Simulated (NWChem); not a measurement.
System: C₅H₅Cl; SMILES C=C=C/C=C/Cl

```xyz
11

C      0.9658    -3.0801     0.0000
C     -0.0262    -2.2305     0.0000
C     -1.0255    -1.3709     0.0000
C     -0.9249     0.0904     0.0000
C      0.2205     0.7845     0.0000
Cl     0.2736     2.5044     0.0000
H      1.3977    -3.4531     0.9362
H      1.3977    -3.4531    -0.9362
H     -2.0420    -1.7827     0.0000
H     -1.8688     0.6425     0.0000
H      1.2059     0.3114     0.0000
```
Atoms are numbered in this order, from 1.

Program: NWChem. Pople sets run with spherical d functions. Medium grid unless said otherwise, to which SCAN and Minnesota functionals are sensitive. The geometry was optimised at PBE0/def2-SVP. Level r2SCAN/6-31G*: energy and gradient; each run changes one setting, and changes count from the defaults (medium grid, exact Coulomb integrals, symmetry on).

Task: Which setting moves the energy most, and by about how much (extra-fine grid; tight SCF thresholds and tolerances; Coulomb fitting, Weigend set; defaults; coarse grid)?

Result: coarse grid, by about 2000 μHa.
```tsv
setting	size of the energy change (μHa)	largest change of a gradient component (μHa/bohr)	time, defaults = 1 (rough)
defaults	< 10	< 30	about 1
coarse grid	2000	300	about 1
tight SCF thresholds and tolerances	< 10	< 30	about 1
Coulomb fitting, Weigend set	100	30	0.5
extra-fine grid	300	200	3
```
